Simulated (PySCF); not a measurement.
## Nonlinear optical response: 4-fluoroaniline (SMILES Nc1ccc(F)cc1)

Geometry:
```tsv
atom	x (Å)	y (Å)	z (Å)
N1	2.431	-0.049	0.103
C2	1.056	0.090	0.033
C3	0.446	1.343	0.212
C4	-0.939	1.478	0.193
C5	-1.733	0.357	-0.006
F6	-3.064	0.484	-0.027
C7	-1.160	-0.895	-0.187
C8	0.225	-1.025	-0.168
H9	2.971	0.786	-0.080
H10	2.817	-0.869	-0.345
H11	1.069	2.227	0.374
H12	-1.412	2.452	0.332
H13	-1.805	-1.761	-0.344
H14	0.674	-2.012	-0.306
```

Computed, not measured: quadratic response CAM-B3LYP/aug-cc-pVDZ first hyperpolarisability, Taylor convention, gas phase in PySCF. Geometry: PBE0-D3(BJ)/def2-SVP.

Problem. Give β for the processes computed.

Solution. In au, Taylor convention; the vector part is βᵢ = ⅓ Σⱼ (βᵢⱼⱼ + βⱼᵢⱼ + βⱼⱼᵢ); β∥ is 3/5 of the vector part along the dipole, the dipole points from − to +:
| process | λ (nm) | β vector norm | β∥ | β HRS | depolarisation ratio |
| --- | --- | --- | --- | --- | --- |
| static β(0;0,0) | ∞ | 8.3 | -0.2 | 23.6 | 1.53 |
| second harmonic β(−2ω;ω,ω) | 1907 | 11.7 | 2.6 | 25.2 | 1.56 |
| Pockels β(−ω;ω,0) | 1907 | 9.2 | 0.7 | – | – |
| second harmonic β(−2ω;ω,ω) | 1064 | 25.9 | 10.9 | 30.5 | 1.71 |
| Pockels β(−ω;ω,0) | 1064 | 12.0 | 2.9 | – | – |

Problem. Which lowest excitations, dipole and polarisabilities go with it?

Solution. S1 4.62 eV (f = 0.052); S2 4.82 eV (f = 0.005); S3 5.51 eV (f = 0.093); dipole 2.97 D; isotropic α 80.3 au static, 80.7 au at 1907 nm, 81.4 au at 1064 nm, 81.7 au at 953.5 nm, 85.1 au at 532 nm.
